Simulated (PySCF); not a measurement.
Gas-phase reaction: 2 Cu + 2 ICl ⇌ 2 CuI + Cl2

Method: PySCF energies (xtb for GFN2) plus ideal-gas RRHO corrections (1 bar). † marks an energy on the PBE0/def2-TZVP geometry and frequencies; other levels use their own. MP2 and CCSD(T) freeze the core. Open shells (unrestricted): Cu (multiplicity 2); the rest are closed-shell singlets. GFN2 has no spin-polarisation term. I: scalar-relativistic def2 core potential, no spin-orbit coupling. Cu: all electrons, no relativistic terms. MP2 isn't extrapolated to the basis-set limit; its ΔH°(298 K) is -444.3 kJ in def2-SVP and -397.7 kJ in def2-TZVPP. CCSD(T) isn't extrapolated to the basis-set limit; its ΔH°(298 K) is -420.0 kJ in def2-SVP and -375.1 kJ in def2-TZVPP. The harmonic model lacks anharmonicity and excited electronic states, which grow with temperature; levels with a mode under 35 cm⁻¹ are left out. Warning, large T1 diagnostic: CuI (CCSD(T)/def2-SVP†).

| level | ΔE electronic, kJ | ΔH°(298 K), kJ | ΔS°(298 K), J/K | ΔG°(800 K), kJ |
|---|---|---|---|---|
| BLYP/def2-TZVP† | -321 | -322 | -92 | -247 |
| CCSD(T)/def2-SVP† | -419 | -420 | -92 | -345 |
| GFN2-xTB | -846 | -847 | -92 | -772 |
| M06-2X/def2-TZVP† | -360 | -361 | -92 | -286 |
| MP2/def2-SVP† | -444 | -444 | -92 | -369 |
| MP2/def2-TZVPP† | -397 | -398 | -92 | -323 |
| PBE0/def2-QZVP† | -361 | -361 | -92 | -286 |
| PBE0/def2-TZVP | -355 | -356 | -92 | -281 |
ΔH° is lowest at GFN2-xTB and highest at BLYP/def2-TZVP†. No reference value is set beside these.
